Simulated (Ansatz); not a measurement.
**Cost against result**

The pair of CO (SMILES [C-]#[O+], atoms 1–2) and SbH₃ (SMILES [SbH3], atoms 3–6), both closed shells, in one local arrangement (a lower one may exist), relaxed at PBE0-D4/def2-TZVP:

```
6
angstrom
C 0.2020 -0.1152 -3.4584
O 0.0463 -0.0942 -2.3458
Sb -0.5343 0.5296 1.1904
H -0.2475 0.2712 2.8546
H 1.1406 0.5591 0.8621
H -0.6073 -1.1503 0.8973
```

Interaction energies are counterpoise-corrected; the time is that of the whole pair.

Program: Ansatz 0.2.0. Basis: as named in each row. Cores are frozen in the correlated methods. Filled d shells of the heavier atoms are correlated. Core potentials replace the inner electrons of the atoms past krypton. The def2 sets are not built for correlating such inner shells, so the correlated values are less sure here. B3LYP uses VWN-RPA correlation. Extrapolation: Hartree–Fock as exp(−7.88 √X), correlation as X^−2.97.

Times are rough, for one single point on 2 threads of a shared host (Arm Neoverse N1).

The estimate by CCSD(T) at an estimated basis limit (MP2 extrapolated from triple and quadruple zeta, plus CCSD(T) − MP2 in triple zeta) is -2.7 kJ/mol.

```csv
method,basis,time (s),interaction energy (kJ/mol),method less estimate
SPW92,def2-SVP,under 1,-3.3,-0.7
PBE-D4,def2-SVP,1,-3.2,-0.5
PBE0-D4,def2-SVP,1,-3.1,-0.4
PBE-D4,def2-TZVPPD,3,-3.2,-0.5
revPBE-D4,def2-TZVPPD,3,-2.3,0.4
CCSD(T),def2-SVP,3,-0.7,2.0
BLYP-D4,def2-TZVPPD,4,-2.2,0.4
PBE0-D4,def2-TZVPPD,4,-3.0,-0.4
B3LYP-D4,def2-TZVPPD,5,-2.8,-0.2
HSE06-D4,def2-TZVPPD,6,-3.1,-0.4
r2SCAN-D4,def2-TZVPPD,6,-2.2,0.4
wB97M-V,def2-SVP,6,-2.7,-0.1
B2PLYP,def2-TZVPPD,10,-0.7,2.0
wB97X-V,def2-TZVPPD,12,-2.9,-0.2
B97M-V,def2-TZVPPD,13,-2.7,0.0
wB97M-V,def2-TZVPPD,14,-2.7,0.0
MP2,def2-QZVPPD,18,-2.7,-0.1
CCSD(T),def2-TZVPPD,120,-2.3,0.4
```

T1 diagnostic: at most 0.020.
